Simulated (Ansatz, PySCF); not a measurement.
System: SiF$_{2}$, net charge -1, doublet state. 
Coordinates optimised at B3LYP-D3(BJ)/def2-TZVP (Ansatz, a first-principles code):
```xyz
3

Si    -0.0101     0.0144     0.6331
F      1.0678    -0.7137    -0.4595
F     -1.0520     0.6913    -0.5254
```
Charge -1, spin multiplicity 2.

Total electronic energies in hartree. Valence correlation only, unless marked. Open shells are spin-unrestricted. Spin-orbit coupling is left out. Non-relativistic. CBS marks a two-point X^-3 extrapolation of the correlation energy; Hartree-Fock from the larger set. [CCSD(T)-MP2]/basis is that difference in the basis named.

```
level                                                                             program  energy (Eh)
-------------------------------------------------------------------------  --------------  -----------
PBE-D3(BJ)/def2-TZVPD                                                      Ansatz + dftd3          [?]
BLYP-D4/def2-TZVPD                                                         Ansatz + dftd4   -489.38601
BP86-D3(BJ)/def2-TZVPD                                                      PySCF + dftd3   -489.41656
BP86-D4/def2-TZVPD                                                          PySCF + dftd4   -489.41695
r2SCAN/def2-TZVPD                                                                  Ansatz   -489.27822
B3LYP-D3(BJ)/def2-TZVPD                                                    Ansatz + dftd3   -489.41277
r2SCANh/def2-TZVPD                                                                 Ansatz   -489.26466
PW6B95-D3(BJ)/def2-TZVPD                                                    PySCF + dftd3   -489.85194
HSE06-D3(BJ)/def2-TZVPD                                                    Ansatz + dftd3          [?]
LC-wPBE-D4/def2-TZVPD                                                      Ansatz + dftd4   -489.18572
MP2/cc-pV(D+d)Z                                                                    Ansatz   -488.33974
RI-MP2/CBS(aug-cc-pV(T+d)Z,aug-cc-pV(Q+d)Z)                                        Ansatz    -488.7317
CCSD/6-31G                                                                         Ansatz   -488.08569
CCSD/6-31G*                                                                        Ansatz   -488.28993
RI-MP2/CBS(aug-cc-pV(T+d)Z,aug-cc-pV(Q+d)Z)+[CCSD(T)-MP2]/aug-cc-pV(T+d)Z          Ansatz    -488.7617
```

Q: Some entries are withheld; supply them.

A: 
- PBE-D3(BJ)/def2-TZVPD, energy (Eh): -489.05576
- HSE06-D3(BJ)/def2-TZVPD, energy (Eh): -489.05974
